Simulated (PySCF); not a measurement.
# Nuclear quadrupole coupling in `COC(=O)c1cpcpc1C=O`

Species: C₇H₆O₃P₂.
Cartesian coordinates in Å at the GFN2-xTB level; atoms count from 1:
```
atom  x, y, z in Å
C1     2.7732   -0.7395    1.2375
O2     1.4409   -0.8023    0.7446
C3     1.1226    0.1134   -0.1705
O4     1.8938    0.8620   -0.7067
C5    -0.3280   -0.0170   -0.5730
C6    -0.5739   -0.8159   -1.6671
P7    -2.1034   -1.1645   -2.4221
C8    -3.2217   -0.2489   -1.4707
P9    -2.9987    0.7838   -0.1054
C10   -1.2688    0.7061    0.1681
C11   -0.7989    1.5022    1.2979
O12    0.3452    1.5824    1.6707
H13    3.4861   -0.7797    0.4112
H14    2.9126    0.1937    1.7862
H15    2.8944   -1.5962    1.8953
H16    0.2832   -1.2922   -2.1296
H17   -4.2560   -0.3334   -1.7938
H18   -1.6115    2.0524    1.8157
```

Field gradients from the PBE0/pcSseg-1 density (PySCF, non-relativistic), principal values in atomic units, ordered |Vxx| ≤ |Vyy| ≤ |Vzz|:

| atom | Vxx | Vyy | Vzz |
| --- | --- | --- | --- |
| O2 | -0.4838 | -1.2375 | 1.7213 |
| O4 | 0.6549 | 0.8855 | -1.5404 |
| O12 | 0.4957 | 1.4249 | -1.9206 |

Find the asymmetry η = (Vxx − Vyy)/Vzz and the couplings χ = eQV/h (234.96 MHz × Q in barn × V in au), with Q(17O) = −0.0256 b.

```
atom                 environment  nucleus     η  χzz (MHz)  χxx (MHz)  χyy (MHz)
  O2  ester single-bonded oxygen      17O  0.44     -10.35       2.91       7.44
  O4       ester carbonyl oxygen      17O  0.15       9.27      -3.94      -5.33
 O12             aldehyde oxygen      17O  0.48      11.55      -2.98      -8.57
```

What is Vzz at O2 in SI units (1 au = 9.71736 × 10²¹ V/m²)?

1.7213 au = 16.726 × 10²¹ V/m².

Were the hydrogens deuterons (Q(2H) = 0.00286 b), χzz would run from 176 kHz (H18) to 213 kHz (H17).

Isolated species at its GFN2-xTB geometry (one conformer only). GFN2-xTB bond lengths can be off by several hundredths of an ångström, more for odd bonds, and the gradients follow them. These gradients aren't converged with respect to the basis.
